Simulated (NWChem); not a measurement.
System: GeSiH$_{3}$Cl, singlet; SMILES [SiH3][Ge][Cl]

All runs: NWChem. Low-valent species are run as closed-shell singlets; no triplet was tried in these runs. All runs use the structure optimised with B3LYP/6-31G* (spherical d). Level M06-2X/def2-SVP: energy and gradient on several grids; changes count from the extra-fine grid, which is no exact limit either.

Q: Which is the coarsest grid (coarse; medium; fine; xfine; xcoarse) from which on the energy stays within 50 μHa and each gradient component within 100 μHa/bohr of xfine?

A: fine.
```json
[
 {"grid": "xcoarse", "size of the energy change (μHa)": "1000", "largest change of a gradient component (μHa/bohr)": "1000"},
 {"grid": "coarse", "size of the energy change (μHa)": "80", "largest change of a gradient component (μHa/bohr)": "400"},
 {"grid": "medium", "size of the energy change (μHa)": "< 10", "largest change of a gradient component (μHa/bohr)": "300"},
 {"grid": "fine", "size of the energy change (μHa)": "< 10", "largest change of a gradient component (μHa/bohr)": "50"},
 {"grid": "xfine", "size of the energy change (μHa)": "< 10", "largest change of a gradient component (μHa/bohr)": "< 30"}
]
```
